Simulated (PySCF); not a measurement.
A structure optimised at PBE0-D3(BJ)/def2-TZVP, used in a PySCF frequency run:

```
As
H 1 1.5291
H 1 1.5291 2 120.00
H 1 1.5291 2 120.00 3 180.00
H 1 1.6034 2 90.00 3 -90.00
H 1 1.6034 2 90.00 5 180.00
```

Task: Write its SMILES, formula and point group.

Result: [AsH5], AsH5, D3h

Task: What are its rotational constants (standard atomic weights)?

Result: 71.473, 57.968, 57.968 GHz
